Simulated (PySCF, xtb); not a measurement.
C3H4F2Si, SMILES C#CC(F)(F)[SiH3].

GFN2-xTB in xtb at its own geometry gives an orbital gap of 5.05 eV and a dipole moment of 3.51 D.

The structure is a stationary point at PBE0-D3(BJ)/def2-SVP. This is a generated structure with no PubChem entry under its InChIKey; it may be hypothetical.

Problem. What does PBE0/def2-TZVP run with PySCF give? (Estimate from the structure and the level; the computed values follow.)

Solution. gap 8.00 eV (levels -8.38 and -0.37 eV), dipole 2.20 D.
